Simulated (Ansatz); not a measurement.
System: BHSeF, charge 0, doublet. BHSeF (SMILES [SeH][B]F, doublet).
B3LYP-D3(BJ)/def2-TZVP minimum from Ansatz (an electronic-structure program):
```xyz
4

B      0.1643    -0.1428     1.2619
F      1.1801    -0.8980     1.5899
Se    -0.2941     0.2273    -0.5995
H     -1.4422     1.0683    -0.2338
```
Charge 0, spin multiplicity 2.

Total energies in cc-pVDZ, 17 correlated electrons, 16 frozen orbitals. UHF or UKS for unpaired electrons; spin-orbit terms are left out. Cores are frozen in correlated methods (noble-gas shells, and filled d and f shells in the p block). No relativity.

| method | program | energy (Eh) | minus CCSDT(Q) (mEh) |
|---|---|---|---|
| HF | Ansatz | -2524.53807 | 398.82 |
| MP2 | Ansatz | -2524.90149 | 35.40 |
| CCSD | Ansatz | -2524.92508 | 11.81 |
| CCSD(T) | Ansatz | -2524.93507 | 1.82 |
| CCSDT(Q) | Ansatz | -2524.93689 | 0.00 |

Rough core times of Ansatz's runs on a shared machine: CCSD(T) under 20 s, CCSDT(Q) 3 min.
